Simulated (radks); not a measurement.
Values are calculated unless marked as measured or tabulated.
Ionisation of the cerium ion Ce+, [Xe] 4f1 5d2, to Ce2+, [Xe] 4f2, under several functionals. Dirac Kohn-Sham, spin-unpolarised, spherical densities, point nucleus; open shells are shared between the two j in proportion to 2j + 1; a radial shooting solver on a logarithmic mesh with Libxc functionals.

\begin{tabular}{lrrrrrr}
functional & E(Ce+) (hartree) & Exc (hartree) & IE (eV) & -e(HOMO) (eV) & <r> HOMO (bohr) & IE error (eV) \\ \hline
revPBE & -8865.2257 & -210.2928 & 9.499 & 7.040 & 2.866 & -1.457 \\
LDA (Slater exchange, Perdew-Zunger correlation) & -8858.3684 & -203.3532 & 9.619 & 7.330 & 2.868 & -1.337 \\
HCTH/407 & -8870.2921 & -215.5840 & 9.145 & 7.267 & 2.886 & -1.811 \\
PBEsol & -8861.5906 & -206.6126 & 9.464 & 7.106 & 2.855 & -1.492 \\
AM05 & -8858.6371 & -203.6308 & 9.364 & 7.072 & 2.858 & -1.592 \\
\end{tabular}

NIST Atomic Spectra Database: 10.96 eV (semi-empirical). Closest: LDA (Slater exchange, Perdew-Zunger correlation). The Delta-SCF values span 0.47 eV, the total energies 11.92 hartree. The highest occupied level is 5d5/2. Spin polarisation and multiplet splitting are left out, so open shells lie too high by an amount that depends on their filling. Sharing an open shell by 2j + 1 raises it above the true ground level by a part of the spin-orbit splitting, which enters the differences from NIST.

Beside tabulated values, note that spin-unpolarised runs miss the spin-polarisation part of the exchange energy of open shells.
